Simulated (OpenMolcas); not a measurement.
V2+ among 6 point charges of -1.1 e arranged as a tetragonal octahedron (D4h), 1.88 Å from the ion, with the axial distance 1.786 Å. The active orbitals were held to one l.

* Program: OpenMolcas 26.06
* Method: CASSCF
* Basis: ANO-RCC-VTZP [6s5p3d2f1g]
* Scalar Hamiltonian: DKH2, point nucleus
* Active space: 3 electrons in 5 orbitals (3d)
* State averaging: 2S+1 = 4 even, 10 roots; 2S+1 = 2 even, 40 roots
* Spin-orbit coupling: RASSI with atomic mean-field integrals over the reference wave functions

What is the spin-free ground state (labels of D4, the rotations of D4h)?

4B1, 1-fold in its orbital part, 100 % from free-ion F terms; it has the highest spin that d3 allows.

Where is the first state of the same spin?

4B2 at 6090 cm-1 above the ground state.

What are the lowest two levels with spin-orbit coupling?

A 2-fold level E1/2 with g = 0.00, 0.00, 5.77, then a 2-fold level E3/2 0.3 cm-1 above it. Their leading multiplicities are 4 (100 %) and 4 (100 %).

What is χT at 300 K, and how does it compare with the textbook value?

The lowest level has 2S+1 = 4, for which the spin-only value is χT = S(S+1) / 2 = 1.875 cm3 K/mol (g = 2). The computed 1.839 at 300 K differs by -0.036, through orbital momentum, spin-orbit coupling and any other state in reach.

Without dynamic correlation the repulsion within the d shell is too large (B by tens of per cent), so at a given field states of lower spin stand too high. Point charges carry no covalency, so the field is a model and not that of real ligands. No measured value stands beside these numbers.
